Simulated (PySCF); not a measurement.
Mg(Cl)(OSiH3) (ClH₃MgOSi), SMILES [SiH3][O][Mg][Cl]. Atoms are numbered in the order given.

```xyz
7

Mg     0.0000     0.0000     0.6819
Cl     0.0000     0.0000     2.8759
O      0.0000     0.0000    -1.1037
Si     0.0000     0.0000    -2.7425
H     -1.2106     0.6990    -3.2832
H      0.0000    -1.3979    -3.2832
H      1.2106     0.6990    -3.2832
```
Charge 0, spin multiplicity 1.

Geometry optimised at PBE0-D3(BJ)/def2-SVP. Other conformers were not sampled.

Computed with PBE0/pcJ-1 in PySCF.

Isotropic couplings with Fermi-contact, spin-dipole and both spin-orbit terms, one fixed conformer, no vibrational averaging. Isotopes: 1H, 29Si.

```csv
pair,bonds apart,J (Hz)
Si4–H5,1,___
Si4–H6,1,___
Si4–H7,1,___
H5–H6,2,11.9
H5–H7,2,11.9
H6–H7,2,11.9
```

Complete the blanks. (An estimate is asked for; the answer gives what the named calculation found.)


- Si4–H5, J (Hz): -208.3
- Si4–H6, J (Hz): -208.3
- Si4–H7, J (Hz): -208.3
